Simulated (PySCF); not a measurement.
C2H7BO2Si, SMILES OB(/C=C/[SiH3])O.

The structure is a stationary point at PBE0-D3(BJ)/def2-SVP. The structure was generated by enumeration; whether it is a known compound was not checked. The values are those of a single conformer.

Method: PBE/def2-TZVP in PySCF.

Gas-phase values at a fixed geometry.

The total energy is -544.95375 hartree and the highest occupied level is -6.97 eV. The lowest empty level comes out as -2.23 eV. The orbital gap is 4.74 eV. The dipole moment is 1.29 D and the quadrupole, principal values (traceless, Buckingham form, about the centre of nuclear charge) is -2.57, 1.08, 1.49 D·Å. The mean static polarisability is 77.3 bohr³ (11.46 Å³) and the polarisability, principal values is 54.1, 70.2, 107.5 bohr³.
